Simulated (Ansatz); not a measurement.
One change: `N[CH](O)[GeH3]` becomes `CC(N)O`.

Ansatz, PBE0-D4/def2-TZVP geometries, multiplicity 1. Each molecule was computed in one conformer, which needn't be the lowest.

Scalar relativity is left out up to krypton.

```
                                          property  `N[CH](O)[GeH3]`
  size of the dipole moment (B3LYP/def2-TZVPP) / D              2.36
             HOMO energy (ωB97M-V/def2-TZVPP) / eV             -9.04
size of the dipole moment (ωB97M-V/def2-TZVPP) / D              2.37
           HOMO–LUMO gap (ωB97M-V/def2-TZVPP) / eV             11.00
                 LUMO energy (PBE/def2-TZVPP) / eV             -0.36
              HOMO–LUMO gap (PBE0/def2-TZVPP) / eV              7.20
```

(1) What does the change do to each property? (Estimate.)

Answers

(1) The calculation gave: 
```json
{"property": "size of the dipole moment (B3LYP/def2-TZVPP) / D", "`CC(N)O`": "1.51", "shift": "-0.85"}
{"property": "HOMO energy (ωB97M-V/def2-TZVPP) / eV", "`CC(N)O`": "-9.66", "shift": "-0.62"}
{"property": "size of the dipole moment (ωB97M-V/def2-TZVPP) / D", "`CC(N)O`": "1.53", "shift": "-0.84"}
{"property": "HOMO–LUMO gap (ωB97M-V/def2-TZVPP) / eV", "`CC(N)O`": "11.85", "shift": "0.85"}
{"property": "LUMO energy (PBE/def2-TZVPP) / eV", "`CC(N)O`": "-0.02", "shift": "0.34"}
{"property": "HOMO–LUMO gap (PBE0/def2-TZVPP) / eV", "`CC(N)O`": "8.02", "shift": "0.82"}
```

With PBE0 the HOMO falls by 0.48 eV and the LUMO rises by 0.34 eV, so the gap widens by about 0.82 eV. PBE moves the HOMO by -0.29 eV and ωB97M-V by -0.62 eV. Dipoles are sizes alone; their direction can turn.

B3LYP here is the variant with VWN-RPA as its local correlation; programs differ in this.
